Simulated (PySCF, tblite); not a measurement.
Bond stretch in SMILES Cl[SiH2]Cl (H2Cl2Si). The Si2–H5 bond (Si2 also carries Cl, Cl, H; H5 carries nothing else) is varied alone, starting from the PBE0/def2-TZVP optimised geometry.

Levels: RKS-BHandHLYP = restricted BHandHLYP/cc-pVDZ (PySCF); GFN2-xTB, 300 K electronic temperature (tblite); CASSCF(2,2)/cc-pVDZ (PySCF).

Energies are in kJ/mol, each relative to the lowest point of its own curve near equilibrium.

```
R / Å  RKS-BHandHLYP  GFN2-xTB  CASSCF(2,2)
-----  -------------  --------  -----------
1.10           231.5     342.7        247.5
1.19           114.6     139.8        126.7
1.25            64.8      68.4         74.2
1.31            31.6      27.9            ?
1.40             5.6       2.4          8.8
1.42             2.9         ?          5.3
1.48             0.0       0.0          0.0
1.54             3.7       5.1          1.3
1.57             7.6         ?            ?
1.62            16.4      17.0         10.8
1.71            38.2      34.1         28.8
1.84            78.0      62.6         62.8
1.99           129.7     100.2        107.1
2.22           210.6     161.7        173.9
2.46           289.1     224.1        233.5
2.65           344.5     269.1        270.7
2.97           423.4     332.7        313.3
3.25           478.8     374.5        334.2
3.60           533.1         ?        346.9
4.01           580.0     433.8        352.7
4.44           614.8     444.5        354.7
5.13               ?     448.7        355.5
```

### Question
Some entries are withheld; supply them.

### Answer

- 1.31, CASSCF(2,2): 38.6
- 1.42, GFN2-xTB: 0.5
- 1.57, GFN2-xTB: 9.0
- 1.57, CASSCF(2,2): 4.0
- 3.60, GFN2-xTB: 410.1
- 5.13, RKS-BHandHLYP: 649.6

At the longest distance RKS-BHandHLYP leaves fractional charges on the fragments, a sign of delocalisation error or of the restricted form. The restricted form behind RKS-BHandHLYP keeps the bonding electrons paired and can't separate into open-shell fragments.
